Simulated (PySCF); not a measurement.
Energy of V²⁺ (vanadium, charge +2) between two integer charges

The 3d alpha orbital of [Ar] 3d3 is emptied in steps (occupation f), with all orbitals relaxed, ending at [Ar] 3d2. All numbers are calculated (PySCF 2.14, no relativity, point nucleus, in aug-cc-pVDZ (7s6p4d2f, 59 functions)). The exact energy is a straight line in f; departures are measured from the line between the end points of the same method.

```tsv
f	BHandHLYP (eV)	wB97X (eV)	BLYP (eV)
1	0.000	0.000	0.000
0.8	-0.524	-0.477	-1.251
0.6	-0.793	-0.728	-1.897
0.4	-0.800	-0.741	-1.917
0.2	-0.538	-0.502	-1.290
0	0.000	0.000	0.000
```

**Question.** For wB97X, how does the orbital energy at f = 1 compare with the removal energy?

**Answer.** −ε = 27.151 eV against a total-energy difference of 30.081 eV. By Janak's theorem ε = ∂E/∂f, so the gap between them reflects the curvature. Along the path −ε is 28.250 (f = 0.8), 29.412 (f = 0.6), 30.636 (f = 0.4), 31.922 (f = 0.2) eV.

```csv
method,E(f=0) − E(f=1) (eV),−ε at f=1 (eV),−ε at f=0.4 (eV)
BHandHLYP,30.226,26.986,30.856
wB97X,30.081,27.151,30.636
BLYP,30.486,22.754,31.987
```

Reference removal energy between the ground levels: 29.311 eV (measured; NIST Atomic Spectra Database, ionization energies). The calculation has no spin-orbit coupling. The determinant left behind need not be the lowest term of the ion.
